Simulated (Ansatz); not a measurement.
Born–Oppenheimer molecular dynamics of CH₆BNO (10 atoms, charge 0, multiplicity 1). It goes on from the last frame of an earlier run, with new velocities.

These are results of RKS BHLYP/6-31G* in Ansatz 0.2.0, not measurements.

```yaml
ensemble: NVT, Nosé–Hoover chain
time_step: 0.5 fs
steps_asked: 100
set_temperature: 100 K
thermostat: time constant 100 fs, chain length 3 (defaults)
seed: 498127
```

First frame:

```xyz
10
Properties=species:S:1:pos:R:3
B 0.055 -0.212 -0.030
C -0.029 0.108 1.490
H -0.583 0.922 1.882
H -0.439 -0.810 2.056
H 0.971 0.264 1.970
N 1.200 0.313 -0.843
H 1.462 -0.394 -1.534
H 1.944 0.698 -0.295
O -0.844 -0.947 -0.689
H -1.352 -1.511 -0.132
```

(1) How far do the bonds stretch over the last three quarters of this one trajectory? (Pairs bonded in most of those frames.)

Answers

(1) 
| bond | mean (Å) | spread (Å) | shortest | longest |
| --- | --- | --- | --- | --- |
| B1–C2 | 1.588 | 0.011 | 1.57 | 1.61 |
| B1–N6 | 1.413 | 0.027 | 1.35 | 1.45 |
| B1–O9 | 1.372 | 0.025 | 1.33 | 1.41 |
| C2–H3 | 1.095 | 0.016 | 1.07 | 1.12 |
| C2–H4 | 1.090 | 0.041 | 1.03 | 1.15 |
| C2–H5 | 1.089 | 0.034 | 1.04 | 1.14 |
| N6–H7 | 1.007 | 0.016 | 0.98 | 1.03 |
| N6–H8 | 1.002 | 0.005 | 0.99 | 1.01 |
| O9–H10 | 0.957 | 0.009 | 0.94 | 0.97 |

Mean temperature of the second half: 257 K. The conserved energy stayed within 0.27 meV per atom of its start (net change -0.21 meV per atom), so the integration is sound. The mean temperature of the second half is 157 % above the set value. A run of 0.05 ps of so small a system gives no equilibrium averages.

The run took 2.1 min on 1 thread of Intel(R) Xeon(R) 6975P-C (Granite Rapids) (shared host), peak memory 0.15 GiB.
